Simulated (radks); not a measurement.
Values are calculated unless marked as measured or tabulated.
Fractional charge and spin in the 3d shell of zinc: the spin-up occupation runs from 4 to 5 and the spin-down occupation from 4 to 5; the fullest corner is Zn, [Ar] 4s2 3d(up 5, down 5). Code: a radial shooting solver on a logarithmic mesh with Libxc functionals. Model: scalar-relativistic Kohn-Sham, PBE, spin-polarised, spherical densities, point nucleus. Energy (eV) minus the two flat planes that join the four corners (they meet along the diagonal where the two added fractions sum to one electron); zero is where a piecewise linear energy would lie.

| down \ up | 4 | 4.25 | 4.5 | 4.75 | 5 |
|---|---|---|---|---|---|
| 4 | 0.000 | -1.810 | -2.383 | -1.765 | 0.000 |
| 4.25 | -1.810 | -2.309 | -1.620 | 0.212 | -1.492 |
| 4.5 | -2.383 | -1.620 | 0.283 | -1.353 | -1.951 |
| 4.75 | -1.765 | 0.212 | -1.353 | -1.883 | -1.433 |
| 5 | 0.000 | -1.492 | -1.951 | -1.433 | 0.000 |

Corners above the fullest one (they belong to Zn+ and the next ion): (up 5, down 4) 17.618 eV, (up 4, down 5) 17.618 eV, (up 4, down 4) 53.757 eV. With half an added electron in each spin the energy lies 0.283 eV from the planes, and with half an added electron in spin up alone -2.383 eV. The planes are only a guide here: the flat-plane condition holds for ground states with one frontier orbital, while this shell lies below other occupied shells, so the corners above the fullest one are inner-hole states and not the ground states of those ions.
